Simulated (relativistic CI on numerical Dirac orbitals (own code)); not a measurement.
**Sr6+: calculation against measurement**

Method of calculation: Dirac-Coulomb-Breit CI, KLI orbitals optimised for each configuration, model QED, valence Slater integrals scaled by 0.9, configuration energies shifted to the measured levels that pair with them (semi-empirical) (own radial code, finite nucleus).

CI space (outside the closed core [Ar] 3d10): 4s²4p², 4s4p³, 4s²4p4d, 4p⁴, 4s²4d², 4s4p²4d, 4s²4p4f, 4s²4p5s, 4s4p²4f, 4p²4d², 4s²4p5p, 4s²4f², 4p³4d, 4s²4p5d, 4s4p4d², 4s4p²5s, 4s²4p6s, 4s²4d4f, 4s²4p6p, 4p²4f², 4s²4p5f, 4s4p²5p, 4s²4p5g, 4s²4p6d, 4p³4f, 4s²4d5s, 4s4p5s², 4s²4p6f, 4s4p²5d, 4s4p4d4f. Levels of other configurations are missing.

```
Configuration  Term (tabulated)  J  Measured (cm⁻¹)  Computed  Error  Purity (%)
       4s²4p²                3P  0              0.0         0      0          92
       4s²4p²                3P  1           6845.0      6685   -160          97
       4s²4p²                3P  2          12545.0     12311   -234          82
       4s²4p²                1D  2          28490.0     28004   -486          82
       4s²4p²                1S  0          51814.0     51021   -793          91
        4s4p³               3D°  1         167806.0    167830     24          85
        4s4p³               3D°  2         167977.0    167977      0          83
        4s4p³               3D°  3         170427.0    170384    -43          91
        4s4p³               3P°  0         190425.0    190072   -353          92
        4s4p³               3P°  1         191215.0    190878   -337          86
        4s4p³               3P°  2         192193.0    191904   -289          78
        4s4p³               1D°  2         213095.0    214475   1380          64
        4s4p³               3S°  1         232870.0    236247   3377          70
        4s4p³               1P°  1         247754.0    250299   2545          64
```

Measured levels from Sansonetti, J. Phys. Chem. Ref. Data 41, 013102 (2012); pairs were made by configuration, J and term (by order where the table uses no LS term), so strongly mixed levels may be paired wrongly.

Mean error by configuration (cm⁻¹): 4s²4p² -418; 4s4p³ 700. Over the excited levels the mean absolute error is 771 cm⁻¹ (13 of the 13 excited levels that our extract of the source holds in range could be paired), and the median relative error of those above 1,000 cm⁻¹ is 0.65 %, both after the shifts were fitted to these levels, so that a configuration with one level shows no error.

Configurations whose levels could be paired with our table of measured levels were shifted onto them, all but the ground configuration, by the median error of their levels; single terms can still be off by 1,000 to 2,000 cm⁻¹ or more, and rates follow the energies as ν³ (E1, M1) or ν⁵ (E2). The others borrow a shift and can be off by several thousand cm⁻¹ or more. 13 of the 13 excited levels that our extract of the measured tables holds in this range could be paired (the sources list more); they are missed by 771 cm⁻¹ on average and 3377 at most, after the shifts were fitted to these levels, and levels without a partner can miss by more.

Shifts applied (cm⁻¹): 4s²4p² 0; 4s4p³ -645.
